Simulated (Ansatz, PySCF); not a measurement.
Bond stretch in H₂S₂, SMILES SS. The S1–S3 bond (S1 also carries H; S3 carries H) is pulled apart rigidly from the PBE0/def2-TZVP optimised geometry.

Methods: UHF/cc-pVDZ (PySCF); RHF/cc-pVDZ (PySCF); UKS-PBE0 = unrestricted PBE0/cc-pVDZ run with PySCF; RKS-PBE0 = restricted PBE0/cc-pVDZ (PySCF); UKS-r2SCAN = unrestricted r2SCAN/cc-pVDZ (PySCF 2.14.0); RKS-r2SCAN = restricted r2SCAN/cc-pVDZ in PySCF; UKS-wB97X-V = unrestricted wB97X-V/cc-pVDZ (PySCF); RKS-wB97X-V = restricted wB97X-V/cc-pVDZ run with PySCF 2.14.0; UKS-PBE = Ansatz (a program for electronic structure) with unrestricted PBE/cc-pVDZ; RKS-PBE = restricted PBE/cc-pVDZ in Ansatz; UKS-B3LYP/6-31G* = PySCF with unrestricted B3LYP/6-31G*, spherical d; RKS-B3LYP/6-31G* = restricted B3LYP/6-31G*, spherical d run with PySCF; UKS-BP86/6-31G* = unrestricted BP86/6-31G*, spherical d in PySCF; RKS-BP86/6-31G* = restricted BP86/6-31G*, spherical d in PySCF 2.14.0; UKS-B3LYP/3-21G = unrestricted B3LYP/3-21G in PySCF; RKS-B3LYP/3-21G = PySCF 2.14.0 with restricted B3LYP/3-21G.

Scanned distances (Å): 1.65, 1.75, 1.83, 1.93, 2.01, 2.05, 2.13, 2.15, 2.23, 2.40, 2.52, 2.79, 3.08, 3.38, 3.68, 4.05, 4.50, 5.07, 5.49, 6.15, 7.24.

Task: Where does the unrestricted solution first break spin symmetry (<S²> of 0.01 or more)?

Result: UHF: between 2.23 and 2.40 Å; UKS-PBE0: between 2.52 and 2.79 Å; UKS-r2SCAN: between 2.79 and 3.08 Å; UKS-wB97X-V: between 2.52 and 2.79 Å; UKS-PBE: between 2.79 and 3.08 Å; UKS-B3LYP/6-31G*: between 2.79 and 3.08 Å; UKS-BP86/6-31G*: between 2.79 and 3.08 Å; UKS-B3LYP/3-21G: between 2.79 and 3.08 Å.

| R / Å | <S²> UHF | E(RHF) − E(UHF) / mEh | <S²> UKS-PBE0 | E(RKS-PBE0) − E(UKS-PBE0) / mEh | <S²> UKS-r2SCAN | E(RKS-r2SCAN) − E(UKS-r2SCAN) / mEh | <S²> UKS-wB97X-V | E(RKS-wB97X-V) − E(UKS-wB97X-V) / mEh | <S²> UKS-PBE | E(RKS-PBE) − E(UKS-PBE) / mEh | <S²> UKS-B3LYP/6-31G* | E(RKS-B3LYP/6-31G*) − E(UKS-B3LYP/6-31G*) / mEh | <S²> UKS-BP86/6-31G* | E(RKS-BP86/6-31G*) − E(UKS-BP86/6-31G*) / mEh | <S²> UKS-B3LYP/3-21G | E(RKS-B3LYP/3-21G) − E(UKS-B3LYP/3-21G) / mEh |
|---|---|---|---|---|---|---|---|---|---|---|---|---|---|---|---|---|
| 1.65 | 0.00 | 0.0 | 0.00 | 0.0 | 0.00 | 0.0 | 0.00 | 0.0 | 0.00 | 0.0 | 0.00 | 0.0 | 0.00 | 0.0 | 0.00 | 0.0 |
| 1.75 | 0.00 | 0.0 | 0.00 | 0.0 | 0.00 | 0.0 | 0.00 | 0.0 | 0.00 | 0.0 | 0.00 | 0.0 | 0.00 | 0.0 | 0.00 | 0.0 |
| 1.83 | 0.00 | 0.0 | 0.00 | 0.0 | 0.00 | 0.0 | 0.00 | 0.0 | 0.00 | 0.0 | 0.00 | 0.0 | 0.00 | 0.0 | 0.00 | 0.0 |
| 1.93 | 0.00 | 0.0 | 0.00 | 0.0 | 0.00 | 0.0 | 0.00 | 0.0 | 0.00 | 0.0 | 0.00 | 0.0 | 0.00 | 0.0 | 0.00 | 0.0 |
| 2.01 | 0.00 | 0.0 | 0.00 | 0.0 | 0.00 | 0.0 | 0.00 | 0.0 | 0.00 | 0.0 | 0.00 | 0.0 | 0.00 | 0.0 | 0.00 | 0.0 |
| 2.05 | 0.00 | 0.0 | 0.00 | 0.0 | 0.00 | 0.0 | 0.00 | 0.0 | 0.00 | 0.0 | 0.00 | 0.0 | 0.00 | 0.0 | 0.00 | 0.0 |
| 2.13 | 0.00 | 0.0 | 0.00 | 0.0 | 0.00 | 0.0 | 0.00 | 0.0 | 0.00 | 0.0 | 0.00 | 0.0 | 0.00 | 0.0 | 0.00 | 0.0 |
| 2.15 | 0.00 | 0.0 | 0.00 | 0.0 | 0.00 | 0.0 | 0.00 | 0.0 | 0.00 | 0.0 | 0.00 | 0.0 | 0.00 | 0.0 | 0.00 | 0.0 |
| 2.23 | 0.00 | 0.0 | 0.00 | 0.0 | 0.00 | 0.0 | 0.00 | 0.0 | 0.00 | 0.0 | 0.00 | 0.0 | 0.00 | 0.0 | 0.00 | 0.0 |
| 2.40 | 0.09 | 0.2 | 0.00 | 0.0 | 0.00 | 0.0 | 0.00 | 0.0 | 0.00 | 0.0 | 0.00 | 0.0 | 0.00 | 0.0 | 0.00 | 0.0 |
| 2.52 | 0.41 | 5.6 | 0.00 | 0.0 | 0.00 | 0.0 | 0.00 | 0.0 | 0.00 | 0.0 | 0.00 | 0.0 | 0.00 | 0.0 | 0.00 | 0.0 |
| 2.79 | 0.77 | 31.4 | 0.07 | 0.1 | 0.00 | 0.0 | 0.33 | 2.3 | 0.00 | 0.0 | 0.00 | 0.0 | 0.00 | 0.0 | 0.00 | 0.0 |
| 3.08 | 0.92 | 63.1 | 0.63 | 8.5 | 0.55 | 4.7 | 0.74 | 18.6 | 0.40 | 1.3 | 0.53 | 4.8 | 0.38 | 1.1 | 0.49 | 3.8 |
| 3.38 | 0.98 | 92.6 | 0.86 | 22.8 | 0.83 | 15.6 | 0.90 | 39.3 | 0.75 | 6.4 | 0.81 | 16.1 | 0.74 | 6.1 | 0.80 | 14.6 |
| 3.68 | 1.00 | 117.3 | 0.95 | 36.4 | 0.94 | — | 0.97 | 58.5 | 0.90 | 12.9 | 0.93 | 27.7 | 0.89 | 12.2 | 0.92 | 26.1 |
| 4.05 | 1.01 | 141.2 | 0.99 | 49.7 | 0.99 | — | 0.99 | 78.0 | 0.97 | 20.7 | 0.98 | 39.3 | 0.97 | 19.7 | 0.98 | 37.8 |
| 4.50 | 1.02 | 162.1 | 1.00 | 60.6 | 1.01 | — | 1.00 | 95.7 | 1.00 | 27.6 | 1.00 | 49.1 | 0.99 | 26.5 | 1.00 | 47.7 |
| 5.07 | 1.02 | 179.1 | 1.01 | 68.6 | 1.01 | — | 1.00 | 110.5 | 1.00 | 32.5 | 1.00 | 56.4 | 1.00 | 31.3 | 1.00 | 55.1 |
| 5.49 | 1.02 | 187.1 | 1.01 | 71.9 | 1.01 | — | 1.00 | 117.7 | 1.00 | 34.5 | 1.00 | 59.5 | 1.00 | 33.2 | 1.00 | 58.3 |
| 6.15 | 1.02 | 195.2 | 1.01 | 74.9 | 1.01 | — | 1.01 | 125.2 | 1.01 | 35.9 | 1.00 | 62.3 | 1.00 | 34.5 | 1.00 | 60.9 |
| 7.24 | 1.02 | 203.0 | 1.01 | 77.2 | 1.01 | — | 1.01 | 132.8 | 1.01 | 36.3 | 1.00 | 64.4 | 1.00 | 35.1 | 1.00 | 62.8 |

A dash means that the run gave no value there, or that the column was ended at a point which the program doubted or which failed a test of continuity chosen for this set; such a test can also cut sound points.
